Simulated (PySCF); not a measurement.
# A search over the determinants of SnF

Unrestricted PBE0; PySCF, scalar-relativistic core potentials, basis sets Sn def2-TZVPPD with ECP28, F def2-TZVPPD. Outer shells of the fragments: Sn 4d10 5s2 5p2; F 2s2 2p5.

Followed along the bond (rough minima from three points):

```json
{"2Ms+1": "2", "unpaired": "π ↑", "⟨S²⟩ at the start": "0.75", "R at minimum (Å)": "1.96", "Te (eV)": "0.00"}
{"2Ms+1": "4", "unpaired": "σ ↑, π ↑↑", "⟨S²⟩ at the start": "3.76", "R at minimum (Å)": "1.97", "Te (eV)": "3.90"}
```

Solutions found at the starting distance of 1.965 Å, counted from the lowest of them; the search is not exhaustive and high or unbound solutions are not listed, so other states can lie among these:

```tsv
2Ms+1	unpaired	term	E (eV)	⟨S²⟩	⟨Lz²⟩	μ (D)
2	π ↑	²Π	0.00	0.75	1.01	-2.78
2	σ ↑	²Σ⁺	2.33	0.75	0.00	-1.70
4	σ ↑, π ↑↑	⁴Σ⁻	3.90	3.76	0.00	-2.06
2	σ ↑, π ↑↓	mixed	4.79	1.76	2.02	-1.53
2	δ ↑	²Δ	5.27	0.75	4.00	-2.75
4	σ ↑↑, π ↑	⁴Π	6.09	3.75	1.00	-0.89
4	π ↑↑↑	⁴Π	6.36	3.76	1.00	2.17
4	σ ↑, π ↑↑	mixed	7.94	3.75	2.01	2.01
4	σ ↑, π ↑↑	mixed	8.07	3.75	2.01	2.07
```

A term symbol is given only where ⟨S²⟩ and ⟨Lz²⟩ are close to those of a pure state; real π, δ and φ orbitals otherwise mix terms. A positive dipole means Sn(−)F(+).

Spin–orbit coupling is left out. Counting both spins, an empty level lies below a filled one in some of these solutions, because spin and occupation are held.
